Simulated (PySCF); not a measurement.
ZrBr and its ions

ωB97M-V; Zr def2-TZVPPD with ECP28, Br def2-TZVPPD; scalar-relativistic core potentials (PySCF 2.14). Neutral (UKS): quartet (σ ↑, π ↑, δ ↑), Re = 2.539 Å, ωe = 258 cm⁻¹, HOMO -6.86 eV, LUMO -0.26 eV.

ZrBr⁺ (UKS): triplet (σ ↑, δ ↑), Re = 2.387 Å, ωe = 331 cm⁻¹. The energies at the minima are -2620.93157 hartree for ZrBr and -2620.69719 for ZrBr⁺.

(1) Work out the adiabatic ionisation energy, without and with harmonic zero-point energies (1 hartree = 27.2114 eV, 1 eV = 8065.5 cm⁻¹), and the change of the bond length.

De is left out where the level can put another filling of the metal’s s and d shells below the measured ground configuration, by anything from nothing to about 1 eV. These are scalar-relativistic numbers at best; spin–orbit coupling would shift them, the dissociation energy most. The state is the lowest single determinant that the PBE0 search found; with open d or f shells the true ground state can be another one.

Answers

(1) At ωB97M-V: 0.23438 hartree = 6.378 eV between the minima; the zero-point term (331.0 − 258.0)/2 cm⁻¹ = +0.005 eV makes it 6.382 eV. Re changes by -15.2 pm against the neutral. The electron leaves a π orbital; in so polar a molecule the change of length follows mostly from the change of the ionic charges.
